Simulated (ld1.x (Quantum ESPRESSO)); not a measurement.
## What the settings do to the TM potential of La

Base potential:

- Element: lanthanum (La)
- Generator: ld1.x (Quantum ESPRESSO) 7.5
- Type: norm-conserving Troullier–Martins (Kleinman–Bylander form)
- Functional: PBEsol
- Relativity: scalar-relativistic
- Frozen core: [Kr] 4d10
- Valence charge: 11
- Reference configuration: 4f0 5s2 5p6 5d1 6s2 6p0
- Partial waves: 5p (bound): rc 2.15 bohr; 5d (bound): rc 3.85 bohr; 4f (bound, empty): rc 1.40 bohr; 5s (bound): rc 1.80 bohr
- Local potential: the s channel
- Core correction: none

Occupied shells without a wave of their own: 6s. They enter only through the test configuration that unscreens the potential.

Cutoffs, loose and tight: the cutoffs (Ry, on a coarse ladder) from which the occupation-weighted sum of valence levels, in a spherical-Bessel basis at the reference potential, stays within 10 and 1 mRy of its value at 400 Ry. They do not see the model core or the augmentation charge, which bear on the density cutoff. Test errors are all-electron minus pseudo excitation energies from the reference, over the configurations 4f0 5s2 5p6 5d1 6s1 6p0; 4f0 5s2 5p6 5d1 6s0 6p0; 4f0 5s2 5p6 5d0 6s0 6p0; 4f1 5s2 5p6 5d1 6s0 6p0; 4f0 5s2 5p6 5d2 6s1 6p0; 4f0 5s2 5p5 5d1 6s2 6p0; 4f0 5s2 5p6 5d0 6s2 6p1. A dash means not determined; rows that change the core or the reference have their own tests. The largest error is taken over the tests solved by every variant that gives reliable tests at all: 4f0 5s2 5p5 5d1 6s2 6p0; 4f0 5s2 5p6 5d0 6s0 6p0; 4f0 5s2 5p6 5d0 6s2 6p1; 4f0 5s2 5p6 5d1 6s0 6p0; 4f0 5s2 5p6 5d1 6s1 6p0.

For the base: The cutoffs count occupied waves only; the empty 4f level needs 160 Ry at the loose tolerance.

A true bound ghost makes a file unfit for plane-wave use even where its test errors are small: the radial tests pick states by their node count and pass the ghost by.

| change | outcome | cutoff, loose | cutoff, tight | bound ghosts | largest test error (meV) |
| --- | --- | --- | --- | --- | --- |
| base | generated | 45 Ry | 80 Ry | none | -411 |
| wave 5s (bound): rc 1.80 bohr becomes 5s (bound): rc 1.18 bohr | generated, misses its reference levels by 0.34 eV | 140 Ry | 260 Ry | p | -1861 |
| wave 5s (bound): rc 1.80 bohr becomes 5s (bound): rc 1.48 bohr | generated | 45 Ry | 90 Ry | none | -219 |
| wave 5s (bound): rc 1.80 bohr becomes 5s (bound): rc 1.64 bohr | generated | 45 Ry | 80 Ry | none | -251 |
| wave 5s (bound): rc 1.80 bohr becomes 5s (bound): rc 1.88 bohr | generated | 40 Ry | 70 Ry | none | -614 |
| wave 5s (bound): rc 1.80 bohr becomes 5s (bound): rc 2.00 bohr | generated, misses its reference levels by 0.19 eV | 40 Ry | 60 Ry | none | -928 |
| wave 5s (bound): rc 1.80 bohr becomes 5s (bound): rc 2.16 bohr | generated, misses its reference levels by 0.41 eV | 35 Ry | 50 Ry | none | -2054 |
| wave 5s (bound): rc 1.80 bohr becomes 5s (bound): rc 2.38 bohr | generated, misses its reference levels by 0.70 eV | 30 Ry | 45 Ry | none | -3514 |
| wave 5s (bound): rc 1.80 bohr becomes 5s (bound): rc 2.74 bohr | failed: the pseudo-atom did not reach self-consistency | – | – | – | – |

What comes out with this change to the base: wave 5s (bound): rc 1.80 bohr becomes 5s (bound): rc 1.30 bohr?

outcome: generated; cutoff, loose: 90 Ry; cutoff, tight: 160 Ry; bound ghosts: none; largest test error (meV): -428.

What comes out with this change to the base: wave 5s (bound): rc 1.80 bohr becomes 5s (bound): rc 2.52 bohr?

outcome: failed: run_pseudo: Errors in PS-KS equation. Cause: the pseudo-atom solver did not find the valence states with the expected number of nodes, which is the usual sign of a ghost state.

Reading the sweep of the s radius (base included, trends over the rows without a ghost): The loose cutoff falls from 90 Ry at 1.3 to 30 Ry at 2.38 bohr. A larger radius leaves more room for a smooth pseudo-wave, so fewer plane waves are needed; a smaller one forces it to follow the all-electron wave where it bends sharply. The median size of the test errors (rows with all tests solved) is not monotonic: lowest 62.9 meV at 1.48 bohr, highest 349.1 meV at 2.16 bohr. Bound ghosts are found at 1.18 bohr. The generation fails at 2.52, 2.74 bohr.
